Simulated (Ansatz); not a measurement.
Abridged output of a molecular run in Ansatz:

```
Functional definition: HF
964 factors; integrals over basis functions are off by at most 1.1e-3 eV
mean field evaluation 1: about -16664.8451 eV, gradient 4.3e1 eV
mean field evaluation 2: about -16664.9452 eV, gradient 4.3e1 eV
mean field evaluation 4: about -16668.7451 eV, gradient 3.3e0 eV
mean field evaluation 8: about -16668.7899 eV, gradient 1.5e-1 eV
mean field evaluation 16: about -16668.6625 eV, gradient 5.0e-1 eV
mean field -16668.78998784 eV, -612.5667335414 hartree, gradient 7.6e-6 eV, S^2 0.000000; 0 other end points of the search recorded, 0 dependent functions left out
9 core orbitals not correlated: weight in the atoms' cores, before any rotation towards them, 1.000 or more for the frozen orbitals, at most 0.000 for the correlated occupied ones
reference -16668.78998784 eV, -612.5667335414 hartree; 15, 15 occupied and 75, 75 virtual orbitals, 964 factors
second order -19.81623161 eV of doubles, -0.00000000 eV of singles
cycle   1  -20.37347283 eV  change   -5.6e-1 eV  update   9.7e-2
cycle   2  -20.83253161 eV  change   -4.6e-1 eV  update   2.8e-2
cycle   3  -20.94848228 eV  change   -1.2e-1 eV  update   1.4e-2
cycle   4  -20.94437916 eV  change    4.1e-3 eV  update   3.1e-3
cycle   5  -20.94305066 eV  change    1.3e-3 eV  update   1.2e-3
cycle   6  -20.94320808 eV  change   -1.6e-4 eV  update   3.7e-4
cycle   7  -20.94302139 eV  change    1.9e-4 eV  update   1.0e-4
cycle   8  -20.94296365 eV  change    5.8e-5 eV  update   3.2e-5
cycle   9  -20.94296353 eV  change    1.1e-7 eV  update   1.1e-5
perturbative correction -0.55497730 eV, -0.0203950397 hartree
Total energy: -16690.28792867 eV, -613.3567682952 hartree
```

Its atoms:

```xyz
10

C    -1.2931    0.3501   -0.9029
S     0.4171    0.8956   -0.6951
B     1.0308   -0.1973    0.6398
O     2.3142   -0.0677    1.0689
O     0.2808   -1.1526    1.2491
H    -1.8729    0.5056    0.0081
H    -1.7300    0.9612   -1.6915
H    -1.3416   -0.6939   -1.2158
H     2.8122    0.6150    0.6166
H    -0.6174   -1.2161    0.9228
```

**Question.** Which basis set was used?
A. def2-SVP
B. def2-SVPD
C. cc-pV(T+d)Z
D. def2-TZVPPD

**Answer.** A. It gives 99 functions.

**Question.** Write the keys of the input that set method, charge and spin (a neutral closed shell needs none for the last two).

**Answer.** 
```yaml
correlation: {method: ccsd_t}
```
